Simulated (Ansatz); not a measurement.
Calculated with Ansatz (gas phase, PBE0-D4/def2-TZVP geometries, no zero-point term in ΔE). CCSD(T)/CBS adds triple-zeta CCSD(T) − MP2 to the extrapolated MP2 energy (def2 sets, frozen cores). Functionals use def2-TZVPP. For Ge outer-core shells are correlated without core-valence functions, which leaves a few kJ/mol of doubt a bond. Scalar relativity is left out up to krypton. One conformer a species, not always the lowest.

Consider the formal exchange of groups at a Ge–O bond: `C[CH2][Ge][O]C` + `COC(=O)O` → `C[CH2][Ge][OH]` + `COC(=O)OC`.

`C[CH2][Ge][O]C`:

Z-matrix (Å, degrees):
```
C
C 1 1.519
H 1 1.091 2 111.3
H 1 1.092 2 111.4 3 118.7
H 1 1.094 2 111.6 3 -120.7
Ge 2 1.993 1 118.5 3 -59.4
H 2 1.100 1 111.3 3 62.6
H 2 1.100 1 111.3 3 178.5
O 6 1.790 2 96.0 1 0.0
C 9 1.406 6 121.7 2 -179.9
H 10 1.095 9 109.7 6 120.7
H 10 1.098 9 112.6 6 -0.0
H 10 1.095 9 109.7 6 -120.7
```

`COC(=O)O`:

```xyz
9

C     0.559    0.194   -1.255
O     0.613    0.409    0.152
C    -0.383   -0.137    0.831
O    -1.293   -0.773    0.373
O    -0.213    0.137    2.127
H     1.432    0.700   -1.661
H     0.595   -0.872   -1.482
H    -0.355    0.617   -1.672
H    -0.955   -0.275    2.586
```

`C[CH2][Ge][OH]`:

Z-matrix (Å, degrees):
```
C
C 1 1.519
H 1 1.095 2 111.8
H 1 1.094 2 112.3 3 119.7
H 1 1.095 2 111.7 3 -120.7
Ge 2 2.014 1 118.5 3 60.4
H 2 1.099 1 111.0 3 -61.7
H 2 1.099 1 111.0 3 -177.6
O 6 1.789 2 99.7 1 -0.3
H 9 0.963 6 114.7 2 -0.0
```

`COC(=O)OC`:

Z-matrix (Å, degrees):
```
C
O 1 1.423
H 1 1.091 2 110.7
H 1 1.088 2 105.6 3 -119.5
H 1 1.091 2 110.7 3 121.0
C 2 1.329 1 114.5 3 -60.5
O 6 1.329 2 108.1 1 180.0
O 6 1.202 2 125.9 1 -0.0
C 7 1.423 6 114.5 2 180.0
H 9 1.091 7 110.7 6 60.4
H 9 1.088 7 105.6 6 180.0
H 9 1.091 7 110.7 6 -60.5
```

```csv
species,revPBE energy (Eh)
`C[CH2][Ge][O]C`,-2271.21362
`COC(=O)O`,-304.34922
`C[CH2][Ge][OH]`,-2231.91743
`COC(=O)OC`,-343.64691
```

(1) Work out ΔE.

Largest T1 diagnostic among the species: 0.014.

Answers

(1) ΔE = (-2231.91743) + (-343.64691) − (-2271.21362) − (-304.34922) = -0.00150 Eh = -0.04 eV. CCSD(T)/CBS gives -0.08 eV.

Leaving LDA and LC-ωPBE aside and taking each functional with its dispersion term where it has one, the values, not all of them listed here, spread over 0.03 eV, from ωB97M-V to PBE-D4. At CCSD(T), def2-SVP lies +0.08 eV from the extrapolated value and def2-TZVPP +0.00 eV.
